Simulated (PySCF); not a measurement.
Species: C2H8N2O2Si2.
SMILES: `CC(=O)O[SiH]1N[SiH2]N1`

A linear-response calculation (PySCF, def2-SVPD basis, gas phase, vertical, core orbitals frozen in the response) gave these numbers; the functional is withheld.

Orbital energies (eV): HOMO-3 -10.56, HOMO-2 -9.79, HOMO-1 -9.13, HOMO -8.81, LUMO 0.79, LUMO+1 1.06, LUMO+2 1.28.

```
state  E (eV)       f   main configurations (H = HOMO, L = LUMO)
   S1    5.89  0.0006  H-2→L+2 (31%), H-2→L+1 (31%), H-2→L (11%)
   S2    6.21   0.023                                  H→L (90%)
   S3    6.49  0.0011                                H-1→L (76%)
   S4    6.96  0.0006                   H→L+1 (66%), H→L+3 (11%)
   S5    7.37  0.0009                 H-1→L+1 (54%), H→L+2 (14%)
   S6    7.51  0.0015   H→L+2 (49%), H-1→L+1 (10%), H-1→L+3 (9%)
```

Triplets, Tamm–Dancoff:

| state | E (eV) | λ (nm) | main configurations (H = HOMO, L = LUMO) |
| --- | --- | --- | --- |
| T1 | 5.40 | 229.8 | H-2→L+2 (32%), H-2→L+1 (30%), H-2→L (11%) |
| T2 | 5.94 | 208.6 | H→L (85%) |
| T3 | 6.16 | 201.3 | H-1→L (69%) |
| T4 | 6.20 | 199.9 | H-3→L+2 (18%), H-3→L+1 (17%), H-4→L+2 (16%) |

Vertical ionisation energy by ΔSCF with the same functional: 9.51 eV. Mean static polarisability: 90.1 au.

Question: Name the functional.
A. PBE
B. HF
C. B3LYP
D. CAM-B3LYP

Answer: D. CAM-B3LYP is range-separated, 19% exact exchange at short range and 65% at long range (ω = 0.33 bohr⁻¹). In this run −ε(HOMO) = 8.81 eV differs from the ΔSCF value by -0.70 eV, and S1 differs from the orbital gap of 9.60 eV by -3.71 eV. The ratio −ε(HOMO)/IP is 0.93. Usual ranges for neutral molecules in this basis: 0.85 to 0.93 with CAM-B3LYP, 0.5 to 0.7 with PBE, 0.67 to 0.83 with B3LYP; Hartree–Fock can't fall below 1, since the ion's relaxation only lowers the ΔSCF value. The other options: PBE, a GGA without exact exchange; HF, time-dependent Hartree–Fock, 100% exact exchange; B3LYP, a global hybrid with 20% exact exchange.

Method used: TDDFT CAM-B3LYP/def2-SVPD, vertical, gas phase, core orbitals frozen in the response (PySCF 2.14.0, density-fitted response routines). One conformer (not necessarily the lowest) at the PBE0-D3(BJ)/def2-SVP geometry, without solvent, vibrations or thermal averaging.

Conformer computed: `[CH3:1][C:2](=[O:3])[O:4][SiH:5]1[NH:6][SiH2:7][NH:8]1`: C1–C2–O4–Si5 178°, C2–O4–Si5–N6 164°.
